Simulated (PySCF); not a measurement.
Ta(O)(OH)(NH2)2 (H₅N₂O₂Ta), SMILES [NH2][Ta]([NH2])(=[O])[OH], multiplicity 1. Geometry: PBE0-D3(BJ)/def2-SVP. The multiplicity is an assumed one; other spin states were not compared. The def2 effective core potentials stand for the cores of Ta; spin–orbit coupling is left out. Other conformers were not sampled.

These are PBE0-D3(BJ)/def2-SVP (PySCF) values and carry that method's errors.

Harmonic wavenumbers (cm⁻¹): 171, 172, 178, 184, 197, 288, 324, 364, 453, 463, 492, 569, 588, 669, 682, 710, 1007, 1514, 1517, 3585, 3588, 3683, 3683, 3970. Rotational constants (GHz): 3.158, 3.093, 2.735; symmetry number 1.

### Question
Work out the zero-point energy and the ideal-gas rigid-rotor harmonic-oscillator thermochemistry at 298.15 K and 1 atm.

### Answer
ZPE = ½ Σ hcν = ½ × 29052 cm⁻¹ = 41.53 kcal/mol. H − E(el) = 47.43 kcal/mol. Entropy in cal/(mol K): translation 42.40, rotation 26.89, vibration 19.78, total 89.07. G − E(el) = 20.87 kcal/mol. Cp = 31.33 cal/(mol K).
